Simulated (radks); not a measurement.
Removal energies from neutral silver, [Kr] 4d10 5s1, by Delta-SCF beside the eigenvalue of the level emptied. All-electron calculation, scalar-relativistic Kohn-Sham, LDA (Slater exchange, Perdew-Wang correlation), spin-polarised, spherical densities, finite nucleus; Fermi nuclear charge, rms radius of each element as measured or else 0.836 A^(1/3) + 0.57 fm. Program: a radial shooting solver on a logarithmic mesh with Libxc functionals. Open shells are filled with parallel spins first.

| removed from | final configuration | Delta-SCF (eV) | -eigenvalue (eV) |
|---|---|---|---|
| 5s | [Kr] 4d10 | 8.256 | 4.981 |
| 4d | [Kr] 4d9 5s1 | 13.064 | 7.527 |
| 4p | [Ar] 3d10 4s2 4p5 4d10 5s1 | 65.033 | 58.613 |
| 4s | [Ar] 3d10 4s1 4p6 4d10 5s1 | 101.73 | 95.025 |
